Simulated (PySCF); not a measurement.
Relaxation of doublet IrSF₂

These are results of UPBE0/[Ir def2-SVP with ECP60, S def2-SVP, F def2-SVP], scalar-relativistic core potentials, density fitting, no spin–orbit coupling, PySCF, not measurements. A (50,194) grid was used.

A hand-made T-shaped (ligand arrangement 1) start, of Cs symmetry, held to at least that symmetry:

```xyz
4
charge 0 multiplicity 2, angstrom
Ir    0.1197    0.0000   -0.1479
S    -1.9690    0.0000   -0.0751
F     0.1197    0.0000    1.7121
F     1.9786    0.0000   -0.0830
```

Optimiser trace:
```csv
step,E − E(last) (kJ/mol),largest gradient (Eh/bohr)
0,53.50,0.03553
1,34.68,0.02048
2,18.82,0.01155
3,10.15,0.00807
4,3.09,0.01280
5,0.67,0.00670
6,0.11,0.00346
7,0.05,0.00215
8,0.00,0.00035
9,0.00,0.00011
```

It ends at Cs with Ir–F 1.872 Å (×2), Ir–S 2.030 Å; F–Ir–F 86.9°, F–Ir–S 136.6° (×2) (after a last refinement on a finer grid). The frequency run here used a shortcut that can spoil soft modes, so no verdict on minimum or saddle point is given. Other isomers or separated fragments may lie lower.

Final geometry:
Coordinates in bohr (charge 0 multiplicity 2):
```
Ir    0.0821    0.0000    0.0505
S    -3.3489    0.0000   -1.6665
F     1.2894    0.0000    3.3758
F     3.4680    0.0000   -0.9729
```

With open d or f shells other occupations or spin states may lie lower. At this level a quartet minimum of C2v symmetry lies 63 kJ/mol below this structure. Spin–orbit coupling, left out here, can matter for elements this heavy.

The relaxation took of the order of 80 core-seconds on a shared host.
